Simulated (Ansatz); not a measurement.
Mulliken charges of Br2H4N2Ti, SMILES `[NH2][Ti]([NH2])([Br])[Br]` from r2SCAN/def2-TZVPP in Ansatz (PBE0-D4/def2-TZVP geometry).

```csv
atom,x (Å),y (Å),z (Å),charge (e)
N1,-0.896,0.930,-0.884,-0.460
Ti2,0.408,-0.271,-0.342,0.718
N3,0.192,-0.454,1.484,-0.497
Br4,0.042,-2.352,-1.410,-0.220
Br5,2.543,0.634,-0.815,-0.220
H6,-1.577,1.383,-0.294,0.173
H7,-1.005,1.214,-1.849,0.161
H8,0.720,0.067,2.172,0.173
H9,-0.338,-1.197,1.920,0.173
```

Problem. By hand: the dipole of these point charges (1 e Å = 4.8032 D).

Solution. Σ q r = (-0.328, 0.220, 0.272) e Å, of length 0.480 e Å = 2.31 D.

Problem. How does the dipole of the full density compare? (An estimate is asked.)

Solution. Computed: (-0.490, 0.319, 0.463) e Å, 3.58 D; the point charges give 0.65 times that, at 4° from its direction.

Point charges leave out the atoms' own dipoles, such as those of lone pairs, and Mulliken's split depends on the basis, so the two needn't agree.
